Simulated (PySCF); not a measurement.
# Dy(NH2)3: from a saddle point downhill

PySCF 2.14.0, RKS PBE0, Dy lcecp-1-SVP with ECP55, N def2-SVP, H def2-SVP; non-relativistic Hamiltonian with scalar-relativistic core potentials where named; density fitting; no spin-orbit coupling. Relaxed within the symmetry of its start, the geometry (D3h) is

```xyz
10

Dy    0.0000    0.0000    0.0000
N     2.2023    0.0000    0.0000
H     2.8305    0.0000    0.8044
H     2.8305    0.0000   -0.8044
N    -1.1012    1.9073    0.0000
H    -1.4152    2.4513    0.8044
H    -1.4152    2.4513   -0.8044
N    -1.1012   -1.9073    0.0000
H    -1.4152   -2.4513    0.8044
H    -1.4152   -2.4513   -0.8044
```

and its lowest harmonic modes are -449, -449, -429, -82, 121, 121 cm⁻¹ (negative: unstable). It was moved along the lowest mode and relaxed again.

Where does it end, and how much lower?

In C3v, nearly planar, 0.891 eV lower, after 43 steps:
```xyz
10

Dy   -0.0047   -0.0068   -0.0517
N     2.1690   -0.0015    0.0080
H     2.7895   -0.8038    0.1223
H     2.7888    0.8068   -0.0618
N    -1.0844    1.8714   -0.2344
H    -2.0944    2.0201   -0.2220
H    -0.6780    2.8039   -0.3217
N    -1.0907   -1.8746    0.1997
H    -0.6932   -2.8059    0.3281
H    -2.1019   -2.0096    0.2335
```

How do the contacts change?


```
     contact  saddle (Å)  end (Å)
Dy1–N2 (NH2)       2.202    2.175
Dy1–N5 (NH2)       2.202    2.174
Dy1–N8 (NH2)       2.202    2.175
```


No frequency check is given for the end, and other unstable modes may remain.

An lcecp potential fixes the number of 4f electrons, so in runs with it no electron can move into or out of that shell.

State: singlet in the valence, with the 4f electrons in the core potential.
